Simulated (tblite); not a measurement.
Compound: C6H8N (doublet state).
Numbering: `[CH3:1][C:2]#[C:3][CH2:4][C:5]([CH3:6])=[N:7]` (hydrogens: H8, H9, H10 on C1; H11, H12 on C4; H13, H14, H15 on C6)

Computed geometry: GFN2-xTB, gas phase. This method treats the open shell by occupation alone, without spin polarisation.

Q: What internal coordinates does the optimisation give?

A: 
| bond | length (pm) |
| --- | --- |
| C1–C2 | 144.5 |
| C2≡C3 | 120.1 |
| C3–C4 | 144.0 |
| C4–C5 | 155.1 |
| C5–C6 | 151.1 |
| C5=N7 | 121.9 |
| C1–H8, C1–H9, C1–H10 | 109.0 |
| C4–H11, C4–H12 | 109.2 |
| C6–H13, C6–H14, C6–H15 | 108.8 |

Bonds in one row agree within 1 pm and their mean is given. A selection of angles:
| angle | degrees |
| --- | --- |
| C2–C1–H8 | 110.0 |
| H8–C1–H9 | 108.7 |
| C1–C2–C3 | 178.0 |
| C2–C3–C4 | 177.0 |
| C3–C4–C5 | 109.3 |
| C3–C4–H11 | 110.4 |
| C3–C4–H12 | 110.8 |
| C5–C4–H11 | 108.7 |
| C5–C4–H12 | 107.7 |
| H11–C4–H12 | 109.8 |
| C4–C5–C6 | 112.0 |
| C4–C5–N7 | 121.3 |
| C6–C5–N7 | 126.7 |
| C5–C6–H13 | 109.9 |
| H13–C6–H14 | 109.3 |

Dihedral angles: C3–C4–C5–C6 69° (synclinal). The mirror-image conformer, all signs reversed, is as good.

C5 (carbon bonded to 2 C and N) is planar (angles 126.7°, 121.3° and 112.0°, sum 360.0°, 0.00 Å off the plane of its three neighbours). The C–C distances run from 1.201 Å (C2≡C3, drawn triple) to 1.551 Å (C4–C5, drawn single), a spread of 0.350 Å. Of the pairs four or more bonds apart, C3···H15 is among the closest relative to their van der Waals radii: 2.64 Å, 91 % of the sum of Bondi's values.

Point group: C1 (no symmetry element, even within 0.4 Å). GFN2-xTB frequencies show an imaginary mode (28i cm⁻¹), so the point is no minimum at that level.
